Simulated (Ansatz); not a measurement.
Start from `C[NH][GeH2][NH]C` and change one atom or group to get `C[NH][GeH2][Cl]`.

Ansatz, PBE0-D4/def2-TZVP geometries, multiplicity 1. Each molecule was computed in one conformer, which needn't be the lowest.

Scalar relativity is left out up to krypton.

```
                                          property  `C[NH][GeH2][NH]C`
           HOMO–LUMO gap (ωB97M-V/def2-TZVPP) / eV               11.21
  size of the dipole moment (B3LYP/def2-TZVPP) / D                0.31
                LUMO energy (PBE0/def2-TZVPP) / eV                0.90
                 HOMO energy (PBE/def2-TZVPP) / eV               -5.08
size of the dipole moment (ωB97M-V/def2-TZVPP) / D                0.39
               LUMO energy (B3LYP/def2-TZVPP) / eV                0.62
```

(1) Give the same properties after the change, and the shifts. (Estimate.)

Answers

(1) The calculation gave: 
| property | `C[NH][GeH2][Cl]` | shift |
| --- | --- | --- |
| HOMO–LUMO gap (ωB97M-V/def2-TZVPP) / eV | 11.69 | 0.48 |
| size of the dipole moment (B3LYP/def2-TZVPP) / D | 2.01 | 1.70 |
| LUMO energy (PBE0/def2-TZVPP) / eV | 0.31 | -0.59 |
| HOMO energy (PBE/def2-TZVPP) / eV | -5.83 | -0.75 |
| size of the dipole moment (ωB97M-V/def2-TZVPP) / D | 1.97 | 1.58 |
| LUMO energy (B3LYP/def2-TZVPP) / eV | 0.01 | -0.61 |

With PBE0 the HOMO falls by 0.76 eV and the LUMO falls by 0.59 eV, so the gap widens by about 0.17 eV. PBE moves the HOMO by -0.75 eV and ωB97M-V by -0.75 eV. Dipoles are sizes alone; their direction can turn.

B3LYP here is the variant with VWN-RPA as its local correlation; programs differ in this.
